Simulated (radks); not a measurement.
Problem. The mean radii <r> (bohr) of the occupied orbitals of an atom or ion are listed with their occupations. Calculated with a radial shooting solver on a logarithmic mesh with Libxc functionals: non-relativistic Kohn-Sham, r2SCAN, spin-polarised, spherical densities, point nucleus; meta-GGA in the generalised Kohn-Sham scheme.

| orbital | occ. | <r> |
|---|---|---|
| 1s up | 1 | 0.1116 |
| 1s down | 1 | 0.1116 |
| 2s up | 1 | 0.5671 |
| 2s down | 1 | 0.5672 |
| 2p up | 3 | 0.5366 |
| 2p down | 3 | 0.5366 |
| 3s up | 1 | 2.082 |
| 3s down | 1 | 2.074 |
| 3p up | 1 | 2.436 |

Name the element and its charge. Open shells, if any, are filled with parallel spins first.

Solution. Z = 14, silicon, charge +1: Si+ in [Ne] 3s2 3p1. The 1s radius gives Z: for a bare nucleus <r> = 1.5/Z, 0.1071 bohr for Z = 14, and screening makes it slightly larger (0.1116 here). The occupations add up to 13, and the charge is Z minus that.
